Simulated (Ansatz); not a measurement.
Abridged output of a molecular run in Ansatz:

```
Functional definition: HF
1638 factors; integrals over basis functions are off by at most 8.9e-4 eV
mean field evaluation 1: about -62160.7557 eV, gradient 5.0e1 eV
mean field evaluation 2: about -62160.9866 eV, gradient 5.0e1 eV
mean field evaluation 4: about -62166.4582 eV, gradient 5.1e0 eV
mean field evaluation 8: about -62166.5642 eV, gradient 4.7e-1 eV
mean field evaluation 16: about -62166.5663 eV, gradient 2.5e-6 eV
mean field -62166.56626131 eV, -2284.5791720911 hartree, gradient 2.5e-6 eV, S^2 0.000000; 0 other end points of the search recorded, 0 dependent functions left out
13 core orbitals not correlated: weight in the atoms' cores, before any rotation towards them, 1.000 or more for the frozen orbitals, at most 0.000 for the correlated occupied ones
reference -62166.56626131 eV, -2284.5791720911 hartree; 20, 20 occupied and 237, 237 virtual orbitals, 1638 factors
second order -28.28450810 eV of doubles, -0.00000000 eV of singles
cycle   1  -28.14838680 eV  change    1.4e-1 eV  update   1.2e-1
cycle   2  -28.93146584 eV  change   -7.8e-1 eV  update   3.7e-2
cycle   3  -29.09226395 eV  change   -1.6e-1 eV  update   1.9e-2
cycle   4  -29.07622952 eV  change    1.6e-2 eV  update   4.6e-3
cycle   5  -29.07572000 eV  change    5.1e-4 eV  update   2.3e-3
cycle   6  -29.07692642 eV  change   -1.2e-3 eV  update   6.3e-4
cycle   7  -29.07666758 eV  change    2.6e-4 eV  update   2.9e-4
cycle   8  -29.07659165 eV  change    7.6e-5 eV  update   9.5e-5
cycle   9  -29.07661111 eV  change   -1.9e-5 eV  update   3.8e-5
perturbative correction -1.19405924 eV, -0.0438808676 hartree
Total energy: -62196.83693166 eV, -2285.6915987082 hartree
```

Its atoms:

```xyz
12

C    -1.162    1.099   -1.025
C    -0.517   -0.128   -0.469
N    -0.872   -1.277   -0.860
Ge    0.901    0.058    0.895
O     1.201   -1.656    1.301
H    -0.416    1.747   -1.498
H    -1.920    0.825   -1.760
H    -1.628    1.684   -0.226
H    -0.340   -2.011   -0.385
H     0.435    0.812    2.156
H     2.202    0.691    0.356
H     2.116   -1.844    1.515
```

Question: Which basis set was used?
A. def2-TZVPP
B. cc-pV(Q+d)Z
C. def2-SVP
D. def2-SVPD

Answer: A. It gives 270 functions.

Question: Write the keys of the input that set method, charge and spin (a neutral closed shell needs none for the last two).

Answer: 
```yaml
correlation: {method: ccsd_t}
```
